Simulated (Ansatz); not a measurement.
Basis sets compared for trans-Sn(PH3)2Cl4 (SnP2H6Cl4). The state is a singlet with charge 0. Geometry r2SCAN-D4/def2-SVP. Ansatz on 4 threads of Arm Neoverse V2 on a shared host; times are rough, and most runs start from earlier orbitals.

```xyz
13

Cl    0.667    2.178    1.070
Cl   -0.424   -2.033   -1.023
Cl    1.985    0.342   -1.490
Cl   -1.853   -0.102    1.405
P    -1.591    1.346   -1.700
P     1.552   -1.387    1.704
Sn    0.102    0.103   -0.010
H    -1.159    1.803   -2.971
H    -2.204    2.516   -1.190
H    -2.726    0.582   -2.062
H     2.284   -0.796    2.765
H     2.553   -2.183    1.099
H     0.812   -2.369    2.405
```

In the def2 sets Sn takes a core potential; there is no spin–orbit coupling. Another isomer (singlet) lies 0.06 eV lower at PBE0-D4/def2-TZVP; other spin states weren't run for this one.

Binding counts from free atoms (Cl doublet, P quartet, Sn triplet, H doublet) in the same basis, without a counterpoise term.

```json
{"level": "PBE-D4/def2-SVP", "functions": "164", "energy (Eh)": "-2739.6851", "HOMO (eV)": "-6.00", "LUMO (eV)": "-3.16", "binding per atom (eV)": "2.69", "wall time": "2 s"}
{"level": "PBE0-D4/def2-SVP", "functions": "164", "energy (Eh)": "-2739.9174", "HOMO (eV)": "-7.47", "LUMO (eV)": "-2.43", "binding per atom (eV)": "2.65", "wall time": "3.6 s"}
```

Q: Estimate the rows for PBE-D4/def2-TZVP (with forces), PBE0-D4/def2-TZVP.

A: 
| level | functions | energy (Eh) | HOMO (eV) | LUMO (eV) | binding per atom (eV) | wall time |
| --- | --- | --- | --- | --- | --- | --- |
| PBE-D4/def2-TZVP (with forces) | 308 | -2740.5789 | -6.40 | -3.52 | 2.71 | 6.5 s |
| PBE0-D4/def2-TZVP | 308 | -2740.7990 | -7.78 | -2.73 | 2.67 | 15 s |
